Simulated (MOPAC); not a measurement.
Job for MOPAC: PM6 on CH3I (SMILES CI), a point of a bond scan (R = 3.235 Å).

```
PM6 1SCF PRECISE CHARGE=0 THREADS=1
CH3I

C     -1.82691210 1    -0.03626331 1    -0.04107960 1
I      1.40630717 1     0.02791450 1     0.03162195 1
H     -2.12027408 1    -0.84393433 1    -0.70159404 1
H     -2.17053472 1    -0.20812832 1     0.97235959 1
H     -2.16179137 1     0.92398171 1    -0.41585748 1
```

The log:

```
*******************************************************************************
 **                                                                           **
 **                              MOPAC v23.2.5                                **
 **                                                                           **
 *******************************************************************************
 ** MOPAC's Digital Object Identifier: https://doi.org/10.5281/zenodo.6511958 **
 **                                                                           **
 ** Please cite the open-source release paper for use of this MOPAC version:  **
 ** J. E. Moussa and J. J. P. Stewart (2026)                                  **
 ** MOPAC: An open-source semiempirical molecular orbital program             **
 ** J. Open Source Softw., 11(119), 8025, https://doi.org/10.21105/joss.08025 **
 *******************************************************************************

                              PM6 CALCULATION RESULTS

 *******************************************************************************
 *  PM6        - The PM6 Hamiltonian to be used
 *
 *
 *
 *                 CHARGE ON SYSTEM = 0
 *
 *
 *
 *  PRECISE    - TIGHTER CRITERIA TO BE USED
 *  1SCF       - DO 1 SCF AND THEN STOP
 *  THREADS=1  - MULTI-THREADING NOT USED
 *  T=         - A TIME OF 172800.0 SECONDS REQUESTED
 *  DUMP=N     - RESTART FILE WRITTEN EVERY 7200.0 SECONDS REQUESTED
 *******************************************************************************
PM6 1SCF PRECISE CHARGE=0 THREADS=1
 CH3I

   ATOM   CHEMICAL          X               Y               Z
  NUMBER   SYMBOL      (ANGSTROMS)     (ANGSTROMS)     (ANGSTROMS)

     1       C         -1.82691210  *  -0.03626331  *  -0.04107960  *
     2       I          1.40630717  *   0.02791450  *   0.03162195  *
     3       H         -2.12027408  *  -0.84393433  *  -0.70159404  *
     4       H         -2.17053472  *  -0.20812832  *   0.97235959  *
     5       H         -2.16179137  *   0.92398171  *  -0.41585748  *



          CARTESIAN COORDINATES

    NO.       ATOM           X           Y           Z

     1         C         -1.8269     -0.0363     -0.0411
     2         I          1.4063      0.0279      0.0316
     3         H         -2.1203     -0.8439     -0.7016
     4         H         -2.1705     -0.2081      0.9724
     5         H         -2.1618      0.9240     -0.4159

 General Reference for PM6:
 "Optimization of Parameters for Semiempirical Methods V: Modification of NDDO Approximations
 and Application to 70 Elements", J. J. P. Stewart, J. Mol. Mod., 13, 1173-1213 (2007)
 URL: https://link.springer.com/article/10.1007/s00894-007-0233-4

           Empirical Formula: C H3 I  =     5 atoms



      MOLECULAR POINT GROUP   :   C3v


      RHF CALCULATION, NO. OF DOUBLY OCCUPIED LEVELS = 7


 -------------------------------------------------------------------------------
 PM6 1SCF PRECISE CHARGE=0 THREADS=1
 CH3I



     1SCF WAS SPECIFIED, SO BFGS WAS NOT USED
     SCF FIELD WAS ACHIEVED


                              PM6 CALCULATION
                                                       MOPAC v23.2.5 Linux




          FINAL HEAT OF FORMATION =         81.71158 KCAL/MOL =     341.88123 KJ/MOL


          COSMO AREA              =        104.23 SQUARE ANGSTROMS
          COSMO VOLUME            =         86.74 CUBIC ANGSTROMS

          IONIZATION POTENTIAL    =          9.272399 EV
          HOMO LUMO ENERGIES (EV) =         -9.272 -3.282
          NO. OF FILLED LEVELS    =          7
          MOLECULAR WEIGHT        =        141.9392         POINT GROUP:  C3v

          MOLECULAR DIMENSIONS (Angstroms)

            Atom       Atom       Distance
            H     5    I     2     3.70601
            H     4    H     3     1.79134
            H     3    I     2     1.48971


          SCF CALCULATIONS        =          1





   ATOM   CHEMICAL          X               Y               Z
  NUMBER   SYMBOL      (ANGSTROMS)     (ANGSTROMS)     (ANGSTROMS)

     1       C         -1.82691210  *  -0.03626331  *  -0.04107960  *
     2       I          1.40630717  *   0.02791450  *   0.03162195  *
     3       H         -2.12027408  *  -0.84393433  *  -0.70159404  *
     4       H         -2.17053472  *  -0.20812832  *   0.97235959  *
     5       H         -2.16179137  *   0.92398171  *  -0.41585748  *

                             CARTESIAN COORDINATES

   1    C       -1.826912100    -0.036263310    -0.041079600
   2    I        1.406307170     0.027914500     0.031621950
   3    H       -2.120274080    -0.843934330    -0.701594040
   4    H       -2.170534720    -0.208128320     0.972359590
   5    H       -2.161791370     0.923981710    -0.415857480


           Empirical Formula: C H3 I  =     5 atoms



      MOLECULAR POINT GROUP   :   C3v


                  EIGENVALUES
 -25.76825 -18.53997 -15.62901 -15.62901  -9.79288  -9.27240  -9.27240  -3.28239
   4.17583   4.17584   4.50033 113.76554 113.91714 113.91714 114.45242 114.45242


              NET ATOMIC CHARGES AND DIPOLE CONTRIBUTIONS

  ATOM NO.   TYPE          CHARGE      No. of ELECS.   s-Pop       p-Pop       d-Pop
    1          C          -0.150346        4.1503     1.16806     2.98228
    2          I          -0.320245        7.3202     1.99955     5.32031     0.00038
    3          H           0.156862        0.8431     0.84314
    4          H           0.156865        0.8431     0.84314
    5          H           0.156864        0.8431     0.84314
 DIPOLE           X         Y         Z       TOTAL
 POINT-CHG.    -5.706    -0.113    -0.128     5.708
 HYBRID         0.374     0.007     0.008     0.374
 SUM           -5.332    -0.106    -0.120     5.334


          ATOMIC ORBITAL ELECTRON POPULATIONS

     Atom    s        px        py        pz      x^2-y^2     xz        z^2       yz        xy
    1  C   1.16806   0.67427   1.15403   1.15398
    2  I   1.99955   1.32099   1.99970   1.99962   0.00025   0.00003   0.00008   0.00000   0.00003
    3  H   0.84314
    4  H   0.84314
    5  H   0.84314

 **********************
 *                    *
 * JOB ENDED NORMALLY *
 *                    *
 **********************




 == MOPAC DONE ==
```

The run finished.

Cost: around 0.010 core-seconds (rough).
